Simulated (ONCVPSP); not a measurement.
Before and after: ONCV potential for carbon

carbon, optimised norm-conserving Vanderbilt (ONCV), made with ONCVPSP 4.0.1 (PBEsol, scalar-relativistic). Core none, reference 1s2 2s2 2p1 (charge +1). Waves: 1s+2s: rc 0.60 bohr, ncon 3, nbas 6, qcut 21.1 1/bohr, 2 projectors; 2p: rc 1.90 bohr, ncon 4, nbas 7, qcut 7.9 1/bohr, 2 projectors, debl 3.4 Ha. Local part: polynomial inside 0.40 bohr (lpopt 5, dvloc0 0 Ha). Core correction: none.

Change: p: qcut 6.5.

Cutoffs: the cutoffs (Ha) at which the residual kinetic energy of the hardest occupied pseudo-wave falls to 1 and 0.1 mHa per electron; they do not see the model core or the augmentation charge, which bear on the density cutoff. Errors are all-electron minus pseudo energies relative to the spin-unpolarised reference configuration.

Problem. Predict the effect on cutoff, ghosts and configuration errors.

Solution. The potential gets neither clearly harder nor softer (168 Ha and 191 Ha → 168 Ha and 191 Ha); a bound ghost appears in p, which as a rule spoils a file; the lowest positive-energy flag moves from p at 36.6 eV to none; of the 4 tests that both files solve, the error grows in 2 and shrinks in 2 by more than 15 % and 0.3 meV (median size 69.4 → 64.9 meV).

| quantity | base | changed |
| --- | --- | --- |
| cutoff, loose | 168 Ha | 168 Ha |
| cutoff, tight | 191 Ha | 191 Ha |
| loose cutoff by channel | s 168 Ha, p 18 Ha | s 168 Ha, p 16 Ha |
| bound ghosts | none | p |
| GHOST(+) flags under 300 eV | p at 36.6 eV | none |
| error for 1s2 2s2 2p2, meV [ΔE -10.79 eV] | +26 | +8.2 |
| error for 1s2 2s2 2p0, meV [ΔE 24.02 eV] | +74 | +99 |
| error for 1s2 2s1 2p0, meV [ΔE 71.98 eV] | +188 | +252 |
| error for 1s2 2s0 2p4, meV [ΔE 6.08 eV] | +65 | +30 |
| s: phases at 0.61 bohr within 0.05 rad from the reference energy up to (Ha; the scan ends near 5) | to the end of the scan | to the end of the scan |
| p: phases at 1.92 bohr within 0.05 rad from the reference energy up to (Ha; the scan ends near 5) | 0.2 | 0.6 |

 A true bound ghost makes a file unfit for plane-wave use even where its test errors are small: the radial tests pick states by their node count and pass the ghost by.
